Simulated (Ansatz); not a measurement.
`F[CH2][AlH][SiH3]` + H₂S → `[SiH3][AlH][SH]` + fluoromethane at 700 K and 1 bar (ligand exchange at the Al–C bond).

Gas-phase electronic energies from Ansatz, PBE0-D4/def2-TZVP geometries. CBS: MP2 limit from def2 TZ/QZ plus the TZ coupled-cluster correction, frozen cores. This one scheme is used for every species. Each species was taken in one conformer, which may not be the lowest.

| species | CCSD(T)/CBS energy (Eh) | H − E (kJ/mol) | S (J/(mol·K)) |
| --- | --- | --- | --- |
| `F[CH2][AlH][SiH3]` | -672.50700 | 236.9 | 485.9 |
| H₂S | -398.97279 | 64.8 | 236.9 |
| `[SiH3][AlH][SH]` | -931.90162 | 176.3 | 443.9 |
| `CF` | -139.63461 | 133.6 | 263.9 |

H − E and S are ideal-gas, rigid-rotor, harmonic terms from PBE0-D4/def2-TZVP, for one conformer and one mirror image of each species. 1 Eh = 2625.50 kJ/mol, R = 8.31446 J/(mol·K).

By hand: ΔE, ΔH, ΔS and ΔG.

ΔE = (-931.90162) + (-139.63461) − (-672.50700) − (-398.97279) = -0.05644 Eh = -148.2 kJ/mol. Δ(H − E) = 176.3 + 133.6 − 236.9 − 64.8 = 8.2, so ΔH = -140.0 kJ/mol. ΔS = 443.9 + 263.9 − 485.9 − 236.9 = -15.0 J/(mol·K). ΔG = -140.0 − 700 × (-15.0)/1000 = -129.5 kJ/mol.

By hand: the equilibrium constant, and the temperature at which ΔG would vanish if ΔH and ΔS stayed fixed.

log₁₀ K = −ΔG/(RT ln 10) = 9.7. ΔG = 0 at ΔH/ΔS = 9333 K, far beyond where these terms or the molecules hold.

ΔH outweighs TΔS. A doubt of 5 kJ/mol in ΔE shifts log₁₀ K by 0.4 here. Other conformers and mirror images would add mixing entropy, several J/(mol·K) or more a flexible species. Modes under 60 cm⁻¹, often nearly free rotors, make the harmonic entropy too high. These are equilibria of isolated gas molecules and say nothing of rates. Largest T1 diagnostic: 0.013 (customary marks: 0.02 for closed shells, 0.045 for open ones).
